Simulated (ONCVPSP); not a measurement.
## Ranking ONCV potentials for K (Z = 19)

All share these settings but for the change named:

K, optimised norm-conserving Vanderbilt (ONCV), made with ONCVPSP 4.0.1 (PBEsol, scalar-relativistic). Core [Ne], reference 3s2 3p6 (charge +1). Waves: 3s: rc 1.65 bohr, ncon 5, nbas 8, qcut 8.4 1/bohr, 1 projector; 3p: rc 1.25 bohr, ncon 4, nbas 8, qcut 6.8 1/bohr, 2 projectors, debl 3.1 Ha; d scattering state at 0.06 Ha: rc 1.65 bohr, ncon 3, nbas 6, qcut 4.9 1/bohr, 2 projectors, debl 2.2 Ha. Local part: polynomial inside 0.90 bohr (lpopt 3, dvloc0 0 Ha). Core correction: polynomial model core, fcfact 0.25.

In the d channel the program set the typed energies aside and used 0.050, 2.250 Ha.

Test errors are all-electron minus pseudo excitation energies from the reference, over 3s2 3p6 4s1; 3s2 3p6 4s0.5; 3s2 3p6 4p1; 3s1 3p6 4s1. None of these files shows a bound ghost.

The base gives 87.3 meV.

Of 10 variants that were run, those that failed, showed a ghost or another fault, or gave nearly equal values are left out.

A variant can come out equal or close to the base, since the largest error may sit in a test that the change hardly touches while other tests move.

(1) Rank these variants by their largest absolute test error, smallest first.
A. s: nproj 2
B. s: nbas 10
C. p: qcut 8.2
D. local potential polynomial inside 0.90 bohr (lpopt 3, dvloc0 -2.5 Ha)

## Answers

(1) A (2.4 meV), C (86.3 meV), B (99.0 meV), D (114.6 meV).
